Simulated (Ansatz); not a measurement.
Total energies of `CCCCCCCCCCCCO` from Ansatz at PBE0-D4/def2-SVP, gas phase (1 Eh = 27.2114 eV = 2625.5 kJ/mol). The reference geometry is relaxed at PBE-D4/def2-SVP.

```csv
state,geometry,energy (Eh)
charge 0 singlet,reference,-547.13852
charge 1 doublet,reference,-546.79075
charge -1 doublet,reference,-547.04325
free C atom (triplet),–,-37.76066
free O atom (triplet),–,-74.92490
free H atom (doublet),–,-0.50029
```

(1) Work out the vertical ionisation energy to the doublet.

(2) Work out the vertical electron affinity, to the doublet.

(3) Give the fundamental gap IE − EA, the Mulliken electronegativity (IE + EA)/2 and the hardness (IE − EA)/2.

(4) What is the binding energy per atom against free atoms?

(1) E(charge 1 doublet) − E(charge 0 singlet) = -546.79075 − (-547.13852) = 0.34777 Eh = 9.46 eV. For comparison, −ε of the highest occupied level is 7.51 eV at this level, 1.95 eV less.

(2) E(charge 0 singlet) − E(charge -1 doublet) = -547.13852 − (-547.04325) = -0.09527 Eh = -2.59 eV; negative, so the extra electron isn't bound. The basis lacks diffuse functions, which makes affinities too small.

(3) From the values in Eh: IE − EA = 0.34777 − (-0.09527) = 0.44304 Eh = 12.06 eV; (IE + EA)/2 = 3.44 eV; (IE − EA)/2 = 6.03 eV. The HOMO–LUMO gap of the same run is 8.99 eV, 3.07 eV smaller than the fundamental gap.

(4) Atoms: 12 × (-37.76066) + 1 × (-74.92490) + 26 × (-0.50029) = -541.06036 Eh. Binding: -541.06036 − (-547.13852) = 6.07816 Eh = 165.40 eV, or 4.24 eV for each of 39 atoms (no zero-point energy, no counterpoise term).

At PBE0-D4/def2-SVP the highest occupied level of the charge -1 doublet lies above zero (up to 3.72 eV). By energy differences it is unbound by 2.59 eV (vertical, against the charge 0 singlet, at PBE0-D4/def2-SVP) and held by the finite basis.
